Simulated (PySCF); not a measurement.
**Spinor energies of Pm³⁴⁺ (promethium, charge +34)**

Start: [Ar] 3d9; 3d3/2 filled at m_j = -1/2, +1/2, +3/2; 3d5/2 filled at m_j = -5/2, -3/2, -1/2, +1/2, +3/2, +5/2. Calculated with PySCF 2.14 in an uncontracted even-tempered set (16 s from 6.2 bohr⁻², ratio 2.8; 12 p from 8.1 bohr⁻², ratio 2.8; 8 d from 8.1 bohr⁻², ratio 2.8; 3 f from 32 bohr⁻², ratio 3): generalised Hartree-Fock with the X2C-1e Hamiltonian and a Gaussian nucleus; one run each with spin-orbit coupling (SO) screened by Boettger's factors, then bare. This is a chosen level, not necessarily the ground level.

```tsv
spinor shell	electrons	ε, screened SO (eV)	ε, bare SO (eV)	weight of nominal j (bare SO)	rms radius, bare SO (bohr)
1s1/2	2	-46822.4	-46822.1	1.000	0.0264
2s1/2	2	-8876.0	-8876.0	1.000	0.107
2p1/2	2	-8469.7	-8485.0	1.000	0.0914
2p3/2	4	-7906.0	-7900.5	1.000	0.0977
3s1/2	2	-2957.4	-2957.5	1.000	0.271
3p1/2	2	-2781.3	-2784.5	1.000	0.262
3p3/2	4	-2663.4	-2662.3	1.000	0.274
3d3/2	3	-2379.7	-2383.0	0.996	0.243
3d5/2	6	-2353.8	-2351.8	0.998	0.246
```

| quantity | screened SO | bare SO |
| --- | --- | --- |
| E (hartree) | -9327.60648 | -9327.88937 |
| M_J | 3/2 | 3/2 |
| ⟨J²⟩ | 3.750 | 3.750 |
| ⟨L²⟩ | 6.026 | 6.028 |
| ⟨S²⟩ | 0.775 | 0.778 |

Each row is a mean over spinors that exchange with the open shell spreads, by up to 18.988 eV (3p1/2).

Breit and QED terms are absent; they matter most for the inner s and p1/2 levels.

Densities and radii are taken from the X2C orbitals without a picture-change correction, which distorts them close to the nucleus.
